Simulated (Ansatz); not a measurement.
Start from `N[SiH]([SeH])Br` and change one atom or group to get `N[SiH](F)Br`.

Ansatz, PBE0-D4/def2-TZVP geometries, multiplicity 1. Each molecule was computed in one conformer, which needn't be the lowest.

Scalar relativity is left out up to krypton. Spin–orbit coupling is left out; it splits and shifts lone-pair levels of the heavy atoms by tenths of an eV.

| property | `N[SiH]([SeH])Br` |
| --- | --- |
| HOMO–LUMO gap (ωB97M-V/def2-TZVPP) / eV | 10.86 |
| HOMO energy (ωB97M-V/def2-TZVPP) / eV | -9.43 |
| HOMO energy (PBE/def2-TZVPP) / eV | -6.11 |
| LUMO energy (PBE/def2-TZVPP) / eV | -1.29 |
| HOMO–LUMO gap (B3LYP/def2-TZVPP) / eV | 6.36 |
| size of the dipole moment (PBE/def2-TZVPP) / D | 1.70 |

What does the change do to each property? (Best estimate.)

Ansatz gave: 
```tsv
property	`N[SiH](F)Br`	shift
HOMO–LUMO gap (ωB97M-V/def2-TZVPP) / eV	12.62	1.76
HOMO energy (ωB97M-V/def2-TZVPP) / eV	-10.56	-1.13
HOMO energy (PBE/def2-TZVPP) / eV	-6.78	-0.67
LUMO energy (PBE/def2-TZVPP) / eV	-0.31	0.98
HOMO–LUMO gap (B3LYP/def2-TZVPP) / eV	8.23	1.87
size of the dipole moment (PBE/def2-TZVPP) / D	2.47	0.77
```

With PBE0 the HOMO falls by 0.96 eV and the LUMO rises by 1.01 eV, so the gap widens by about 1.97 eV. PBE moves the HOMO by -0.67 eV and ωB97M-V by -1.13 eV. The zero-point energy changes by -15.9 kJ/mol with -3 modes. Dipoles are sizes alone; their direction can turn.

B3LYP here is the variant with VWN-RPA as its local correlation; programs differ in this.
